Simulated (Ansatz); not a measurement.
Ideal-gas functions of CH$_{3}$GeNO (`O[C]1=[N][GeH2]1`) at 500 K and 1 bar, from an Ansatz frequency run at PBE0-D4/def2-TZVP.

Molar mass 117.65 g/mol, point group Cs (symmetry number 1), electronic degeneracy 1, moments of inertia 28.788, 165.176, 187.104 u Å². Harmonic wavenumbers (cm⁻¹, unscaled): 281, 340, 469, 497, 570, 584, 630, 688, 856, 1161, 1372, 1713, 2196, 2209, 3699.

Use S(trans) = R[1.5 ln M + 2.5 ln T − 1.1517]; rotational temperatures θ = 24.2544 K / I; S(rot) = R[ln(√π/σ · √(T³/θAθBθC)) + 1.5]; for each mode x = 1.438777 ν̃/T, S = R[x/(eˣ − 1) − ln(1 − e⁻ˣ)] and H = RT x/(eˣ − 1); 1 cm⁻¹ = 0.0119627 kJ/mol; R = 8.31446 J/(mol·K).

Task: By hand: the entropy, in J/(mol·K).

Result: Translation 179.1. Rotation: θ = 0.8425, 0.1468, 0.1296 K, giving 111.9. Vibration, mode by mode: 10.30, 8.82, 6.43, 6.01, 5.07, 4.91, 4.42, 3.87, 2.65, 1.32, 0.81, 0.36, 0.11, 0.11, 0.00, in all 55.2. Electronic 0.0. Sum 346.2 J/(mol·K).

Task: By hand: H − E and G − E in kJ/mol, counted from the electronic energy.

Result: Zero-point energy ½ × 17265 × 0.0119627 = 103.3; thermal vibration 17.0; translation, rotation and pV give 4 RT = 16.6. H − E = 136.9 kJ/mol, and G − E = 136.9 − 500 × 346.2/1000 = -36.2 kJ/mol.

Vibration gives 16 % of the entropy. The sum counts one conformer and one mirror image; others add a mixing term.
